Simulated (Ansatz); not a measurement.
A run for Ansatz (a first-principles code): R-wB97X-V/def2-TZVPP on CH4GeO (SMILES [CH3][Ge][OH]), a point of a torsion scan.

Ansatz 0.2 input:
```yaml
crystal:
  periodic: [false, false, false]
  atoms:
    - {symbol: C, position_ang: [-0.89673114, -0.07446907, 0.01789583]}
    - {symbol: Ge, position_ang: [0.63315324, 1.30417010, -0.03242890]}
    - {symbol: O, position_ang: [1.19118823, 1.01866548, -1.68442296]}
    - {symbol: H, position_ang: [-0.62200668, -1.00290355, -0.48425013]}
    - {symbol: H, position_ang: [-1.76904590, 0.33428262, -0.49648640]}
    - {symbol: H, position_ang: [-1.20362564, -0.31719120, 1.03358851]}
    - {symbol: H, position_ang: [0.81172615, 0.38090788, -2.28658111]}
basis:
  gaussian:
    orbitals: def2-TZVPP
hamiltonian:
  xc: {name: wB97X-V}
scf: {lower_state_search: off}
```

### Question
Give the final energy of this run.

### Answer
-2192.5679 hartree.
